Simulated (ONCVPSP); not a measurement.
# Transferability test, ONCV potential for Cr

```json
{
  "Element": "Cr",
  "Generator": "ONCVPSP 4.0.1",
  "Type": "optimised norm-conserving Vanderbilt (ONCV)",
  "Functional": "LDA (Perdew-Wang 92)",
  "Relativity": "scalar-relativistic",
  "Frozen core": "[Ne]",
  "Valence charge": "14",
  "Reference configuration": "3s2 3p6 3d4 (charge +2)",
  "Partial waves": "3s: rc 1.10 bohr, ncon 5, nbas 8, qcut 8.4 1/bohr, 2 projectors, debl 3.8 Ha; 3p: rc 1.15 bohr, ncon 4, nbas 7, qcut 11.9 1/bohr, 2 projectors, debl 1 Ha; 3d: rc 1.70 bohr, ncon 4, nbas 8, qcut 9.1 1/bohr, 2 projectors, debl 1.2 Ha",
  "Local potential": "polynomial inside 0.80 bohr (lpopt 4, dvloc0 1 Ha)",
  "Core correction": "polynomial model core, fcfact 0.4"
}
```

In the p channel the program set the typed energies aside and used -2.442, 0.250 Ha.

Energies are relative to the spin-unpolarised reference configuration 3s2 3p6 3d4; without spin polarisation the order of configurations can differ from experiment.

```
valence configuration  charge  ΔE all-electron (eV)  error AE − PS (meV)
          3s2 3p6 3d5      +1               -16.343                  +17
          3s2 3p6 3d3      +3                31.030                  +81
      3s2 3p5 3d5 4s1      +1                27.995                  -88
```

(1) What are ΔE and the potential's error for 3s2 3p6 3d5 4s1?

Levels in the configuration 3s2 3p6 3d5:

```csv
level,all-electron (eV),pseudo (eV)
3s,-80.635,-80.628
3p,-52.459,-52.443
3d,-10.161,-10.176
```

Answers

(1) ΔE = -23.476 eV all-electron; the error (AE − PS) is +5.1 meV.
